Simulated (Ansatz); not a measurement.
Coupled-cluster run, CH4BBrO2 (`COB(O)Br`).

```yaml
crystal:
  periodic: [false, false, false]
  atoms:
    - {symbol: C, position_ang: [0.009251, -0.924857, -1.145878]}
    - {symbol: O, position_ang: [0.463839, -0.596181, 0.150923]}
    - {symbol: B, position_ang: [0.110979, 0.503103, 0.827211]}
    - {symbol: O, position_ang: [0.616567, 0.700887, 2.062908]}
    - {symbol: Br, position_ang: [-1.117248, 1.824419, 0.065770]}
    - {symbol: H, position_ang: [0.293931, -0.156061, -1.867481]}
    - {symbol: H, position_ang: [-1.076636, -1.040707, -1.162406]}
    - {symbol: H, position_ang: [0.477475, -1.869211, -1.420369]}
    - {symbol: H, position_ang: [0.310343, 1.512407, 2.472220]}
basis:
  gaussian: {orbitals: def2-SVP}
correlation: {method: ccsd_t}
```

```sh
$ ansatz run in.yaml --threads 4 --pin off --events-out ev --progress --plain --max-ram 10444MiB
```

Log, shortened:

```
Functional definition: HF
  name "HF"
  cite "Fock, Z. Phys. 61, 126 (1930) doi:10.1007/BF01340294"
  parent pbe
  exchange = exact_x
  correlation = 0
1054 factors; integrals over basis functions are off by at most 1.6e-3 eV
mean field evaluation 1: about -75826.4719 eV, gradient 3.9e1 eV
mean field evaluation 2: about -75826.5573 eV, gradient 3.9e1 eV
mean field evaluation 4: about -75829.6159 eV, gradient 3.2e0 eV
mean field evaluation 8: about -75829.6528 eV, gradient 1.9e-1 eV
mean field evaluation 16: about -75829.5419 eV, gradient 5.4e-1 eV
mean field -75829.65295860 eV, -2786.6883470438 hartree, gradient 7.8e-6 eV, S^2 0.000000; 0 other end points of the search recorded, 0 dependent functions left out
13 core orbitals not correlated: weight in the atoms' cores, before any rotation towards them, 1.000 or more for the frozen orbitals, at most 0.000 for the correlated occupied ones
reference -75829.65295860 eV, -2786.6883470438 hartree; 20, 20 occupied and 75, 75 virtual orbitals, 1054 factors
second order -22.34587534 eV of doubles, -0.00000000 eV of singles
cycle   1  -22.50892359 eV  change   -1.6e-1 eV  update   9.9e-2
cycle   2  -22.99730970 eV  change   -4.9e-1 eV  update   2.7e-2
cycle   3  -23.11194465 eV  change   -1.1e-1 eV  update   1.5e-2
cycle   4  -23.10079885 eV  change    1.1e-2 eV  update   3.3e-3
cycle   5  -23.10045054 eV  change    3.5e-4 eV  update   1.3e-3
cycle   6  -23.10083036 eV  change   -3.8e-4 eV  update   3.7e-4
cycle   7  -23.10050060 eV  change    3.3e-4 eV  update   1.2e-4
cycle   8  -23.10046802 eV  change    3.3e-5 eV  update   3.6e-5
perturbative correction -0.57359296 eV, -0.0210791523 hartree
Total energy: -75853.32701958 eV, -2787.5583527379 hartree
```

Hardware: 4 threads of an Arm Neoverse V1 on a shared host. Wall time 7.5 s, peak host memory 0.54 GiB.

Correlation energy per correlated electron: -0.592 eV. T1 diagnostic: 0.0106.
